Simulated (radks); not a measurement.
Results of a calculation; reference values are marked as such.
Coulomb parameter of the 4f shell of the ytterbium ion Yb2+ in the model configuration [Xe] 4f13 6p1, as a second difference U = [E(n + 0.25) + E(n - 0.25) - 2 E(n)] / (0.25)^2 with all orbitals relaxed. "Bare": the charge of the atom changes with n. "Screened": the 6p shell takes up the change at fixed total charge, which measures U(4f,4f) + U(6p,6p) - 2 U(4f,6p). Level of theory: scalar-relativistic Kohn-Sham, r2SCAN, spin-unpolarised, spherical densities, finite nucleus; meta-GGA in the generalised Kohn-Sham scheme; Fermi nuclear charge, rms radius 5.3108 fm (a radial shooting solver on a logarithmic mesh with Libxc functionals).

case                  configuration  E - E(n) (eV)
start                 [Xe] 4f13 6p1          0.000
bare +0.25         [Xe] 4f13.25 6p1         -6.502
bare -0.25         [Xe] 4f12.75 6p1          7.676
screened +0.25  [Xe] 4f13.25 6p0.75         -3.628
screened -0.25  [Xe] 4f12.75 6p1.25          4.208

U(bare) = 18.791 eV, U(screened by 6p) = 9.275 eV, against the Slater integral F0(4f,4f) = 34.782 eV with frozen orbitals.
